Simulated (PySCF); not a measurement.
## CoS₂⁺, quintet: structure and spectrum

Method: UPBE0/[Co def2-SVP, S def2-SVP], no relativity, density fitting, PySCF.

The structure is a minimum.

```json
{
  "Point group": "C2v",
  "Bond lengths": "Co–S 2.296 Å (×2), S–S 2.005 Å",
  "Bond angles": "Co–S–S 64.1° (×2), S–Co–S 51.8°",
  "Highest occupied level (α)": "-12.45 eV",
  "Principal quadrupole moments (Buckingham, traceless) about the centre of mass": "-6.30, -3.27, 9.57 D Å",
  "Heat capacity Cp at 298.15 K": "51.8 J/(mol K)",
  "Enthalpy at 298.15 K above 0 K": "12.69 kJ/mol",
  "Spin squared ⟨S²⟩": "6.011",
  "Rotational symmetry number": "2",
  "Rotational constants": "0.2622, 0.1288, 0.08636 cm⁻¹",
  "Principal polarisabilities": "22.6, 50.8, 53.0 bohr³",
  "Entropy at 298.15 K and 1 bar (electronic part: spin only)": "299.5 J/(mol K)",
  "Lowest empty level (β)": "-9.32 eV",
  "Zero-point energy": "7.0 kJ/mol",
  "Dipole moment about the centre of mass": "4.89 D"
}
```

Harmonic modes (masses in u: Co 58.933, S 31.972):
```
symmetry  ω (cm⁻¹)  IR (km/mol)  μ (u)
      b2       230          1.5  34.69
      a1       327          9.1  41.61
      a1       610          4.1  32.18
```

In C2v the vibrations span b2 + 2a1. Here b1 is antisymmetric to the molecular plane and b2 lies in it.

Charges (e):
```tsv
atom	Mulliken	Löwdin	polar tensor	spin (Mulliken)	Mayer order to Co1
Co1	0.83	0.66	0.91	2.52	–
S2,3	0.08	0.17	0.04	0.74	0.80
```
Other Mayer orders above 0.3: S–S 1.47.

Mulliken populations on Co1: s 6.35, p 12.30, d 7.52, f 0.00.

Outer orbital energies (eV). α occupied: -17.06, -16.86, -16.72, -16.00, -15.65, -15.23, -12.48, -12.45; empty: -8.63, -5.78, -4.55, -3.05. β occupied: -28.12, -22.18, -16.04, -15.97, -15.44, -14.33, -13.65, -13.49; empty: -9.32, -8.79, -8.45, -7.56.

Other isomers or separated fragments may lie lower. With open d or f shells other occupations or spin states may lie lower. At this level a quintet minimum of C2v symmetry lies 15 kJ/mol below this structure.

The final relaxation and frequency run took 34 s on 2 threads of a shared Arm Neoverse V1 host, with 67 basis functions and 9 gradients; the process peaked at 0.68 GiB. Launch command: `OMP_NUM_THREADS=2 python axn.py task.json out`.
